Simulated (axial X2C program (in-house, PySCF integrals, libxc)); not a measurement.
Potential curves of IrH⁺, scalar-relativistic

Calculated with an axial X2C code built on PySCF integrals. Spin-free means the one-electron spin-free X2C Hamiltonian. Basis: Ir dyall-v3z [13s14p9d6f2g], H dyall-v3z [6s2p1d] (cores contracted in-house); Gaussian nuclei, density fitting, unrestricted open shells. Masses: Ir 192.963 u, H 1.008 u.

State: M_S = 3/2, Λ = 0 (beyond evenly filled blocks: σα, δ+α, δ-α). Energies in eV from the fragments at the same level (Ir+ + H). Fits are polynomials in 1 − R0/R over 0.85 to 1.23 times the lowest point R0.

```tsv
R (Å)	BLYP	B97-3	PBE0	HF
1.3668	-3.1691	-2.8471	-2.9726	-1.1376
1.4296	-3.4581	-3.1094	-3.2375	-1.4317
1.4767	-3.5827	-3.2154	-3.3446	-1.5606
1.5239	-3.6451	-3.2603	-3.3900	-1.6275
1.5710	-3.6574	-3.2558	-3.3856	-1.6444
1.6260	-3.6218	-3.2016	-3.3309	-1.6143
1.6810	-3.5445	-3.1066	-3.2347	-1.5435
1.7517	-3.4004	-2.9405	-3.0665	-1.4112
1.8381	-3.1783	-2.6932	-2.8151	-1.2151
1.9637	-2.8064	-2.2920	-2.4020	-0.9235
```

One determinant describes the state; a PBE0 search over occupations chose it and may have missed a lower one. De is counted from the lowest determinant-based energies of the atoms at the same level, without counterpoise correction. PBE0 can misorder states that lie within some tenths of an eV, so this need not be the ground state of the molecule. The nearest other spin-free determinant of the search, M_S = 3/2, Λ = 3, lies 0.38 eV up at the distance of the search. Without a current term, density functionals place determinants with orbital angular momentum somewhat too high. The determinant is spin-polarised beyond a pure state at some levels (its spin-free form has ⟨S²⟩ too high), which makes Re and μ there less reliable. With spin–orbit coupling the lowest determinant has another configuration, so this spin-free state is a model.

Task: Fit the BLYP curve near its minimum: give the equilibrium distance, the harmonic wavenumber and the well depth.

Result: At BLYP, spin-free: Re = 1.560 Å, ωe ≈ 2260 cm⁻¹, De = 3.66 eV to Ir+ + H; Be follows as 6.91 cm⁻¹.

Task: What are Re, ωe and De at the B97-3 level?

Result: At B97-3, spin-free: Re = 1.542 Å, ωe ≈ 2340 cm⁻¹, De = 3.26 eV to Ir+ + H; Be follows as 7.07 cm⁻¹.

Task: What are Re, ωe and De at the PBE0 level?

Result: At PBE0, spin-free: Re = 1.542 Å, ωe ≈ 2350 cm⁻¹, De = 3.39 eV to Ir+ + H; Be follows as 7.07 cm⁻¹.

Task: What are Re, ωe and De at the HF level?

Result: At HF, spin-free: Re = 1.566 Å, ωe ≈ 2230 cm⁻¹, De = 1.64 eV to Ir+ + H; Be follows as 6.86 cm⁻¹.
